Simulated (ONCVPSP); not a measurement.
**Ti (Z = 22): variants of one ONCV potential**

Base potential:

titanium, optimised norm-conserving Vanderbilt (ONCV), made with ONCVPSP 4.0.1 (PBE, scalar-relativistic). Core [Ne], reference 3s2 3p6 3d2 4s1.5 (charge +0.5). Waves: 3s+4s: rc 1.35 bohr, ncon 3, nbas 6, qcut 7.6 1/bohr, 2 projectors; 3p: rc 1.30 bohr, ncon 4, nbas 9, qcut 13.4 1/bohr, 2 projectors, debl 1.5 Ha; 3d: rc 1.65 bohr, ncon 5, nbas 9, qcut 8.8 1/bohr, 1 projector. Local part: polynomial inside 1.25 bohr (lpopt 5, dvloc0 0 Ha). Core correction: Teter function, fcfact 2.25, rcfact 1.35.

In the p channel the program set the typed energies aside and used -1.555, 0.250 Ha.

All-electron outer shells of the reference configuration (PBE, scalar-relativistic, ld1.x):

| shell | level (eV) | outermost node (bohr) | outermost maximum (bohr) |
| --- | --- | --- | --- |
| 2p | -447.70 | – | 0.22 |
| 3s | -66.09 | 0.40 | 0.87 |
| 3p | -42.33 | 0.37 | 0.90 |
| 3d | -7.65 | – | 0.98 |
| 4s | -7.32 | 1.24 | 2.85 |

Cutoffs, loose and tight: the cutoffs (Ha) at which the residual kinetic energy of the hardest occupied pseudo-wave falls to 1 and 0.1 mHa per electron. They do not see the model core or the augmentation charge, which bear on the density cutoff. Test errors are all-electron minus pseudo excitation energies from the reference, over the configurations 3s2 3p6 3d2 4s2; 3s2 3p6 3d2 4s1; 3s2 3p6 3d2 4s0; 3s2 3p6 3d3 4s1. A dash means not determined; rows that change the core or the reference have their own tests.

```tsv
change	outcome	cutoff, loose	cutoff, tight	bound ghosts	GHOST(+) flags above zero	largest test error (meV)
base	generated, projector energies reset by the program	37 Ha	49 Ha	none	none	+1.6
d: rc 2.08	generated, projector energies reset by the program	37 Ha	49 Ha	none	none	+7.9
d: qcut 5.5	generated, projector energies reset by the program	104 Ha	115 Ha	none	none	+6.6
core correction Teter function, fcfact 6.1, rcfact 1.35	generated, projector energies reset by the program	37 Ha	49 Ha	none	none	+1.7
p: nproj 3	generated, projector energies reset by the program	37 Ha	49 Ha	none	none	+1.6
s: qcut 9; p: qcut 16; d: qcut 10.5	generated, projector energies reset by the program	68 Ha	83 Ha	none	none	-0.9
```
